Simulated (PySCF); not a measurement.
A structure optimised at PBE-D3(BJ)/def2-SVP, used in a PySCF frequency run:

```xyz
8

B      0.7729     1.0352     0.0000
C      0.0493    -0.4079     0.0000
F      0.3691    -1.1390    -1.0958
F      0.3691    -1.1390     1.0958
F     -1.3195    -0.2655     0.0000
H      1.9794     1.1402     0.0000
O      0.0049     2.1396     0.0000
H     -0.9478     1.9056     0.0000
```
Charge 0, spin multiplicity 1.

Problem. Write its SMILES, formula and point group.

Solution. OBC(F)(F)F, CH2BF3O, Cs

Problem. What are its rotational constants (standard atomic weights)?

Solution. 5.3080, 2.6907, 2.6352 GHz
